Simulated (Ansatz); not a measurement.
The same path of C3H9NSi (14 atoms, charge 0, multiplicity 1) was run twice with different band settings. The coordinate that changes most is the dihedral H8–C1–N2–C5.

Method: RKS B3LYP-D4/STO-3G in Ansatz.

Relaxed end points:

```xyz
14
Properties=species:S:1:pos:R:3
C -0.520 1.745 -0.336
N 0.430 0.588 -0.154
C 0.264 -0.111 1.214
Si 0.508 -1.762 0.344
C 0.105 -0.603 -1.084
H -1.588 1.466 -0.206
H -0.271 2.530 0.400
H -0.388 2.159 -1.351
H 1.002 0.257 1.947
H -0.748 0.019 1.644
H -0.437 -2.819 0.635
H 1.857 -2.281 0.362
H 0.730 -0.586 -1.993
H -0.958 -0.631 -1.393
```

```xyz
14
Properties=species:S:1:pos:R:3
C -0.535 1.768 -0.139
N 0.417 0.614 0.054
C -0.006 -0.324 1.205
Si 0.519 -1.786 0.141
C 0.382 -0.392 -1.117
H -0.502 2.412 0.757
H -0.207 2.360 -1.012
H -1.588 1.451 -0.305
H 0.533 -0.084 2.138
H -1.093 -0.292 1.413
H -0.407 -2.890 0.019
H 1.856 -2.283 0.380
H 1.197 -0.201 -1.836
H -0.578 -0.382 -1.668
```

Common settings: movable images 9; climbing image yes; spring 5.0 eV/Å²; start path IDPP; force threshold 0.03 eV/Å; end points relaxed.

| run | optimiser | iteration limit |
| --- | --- | --- |
| 1 | quadratic models (default) | 43 |
| 2 | lbfgs | 51 |

(1) What does each run give, and how far can it be trusted?

## Answers

(1) Run 1: converged after 4 iterations, highest image 0.143 eV above the first end. A vibrational analysis at the climbing image gives one clearly imaginary mode, 234i cm⁻¹: a first-order saddle point.
Run 2: converged after 30 iterations, highest image 0.145 eV above the first end. Another band between the same ends (9 images) ends at a top of the same energy, where a vibrational analysis finds 1 clearly imaginary mode.
Limits of this set-up: minimal basis.
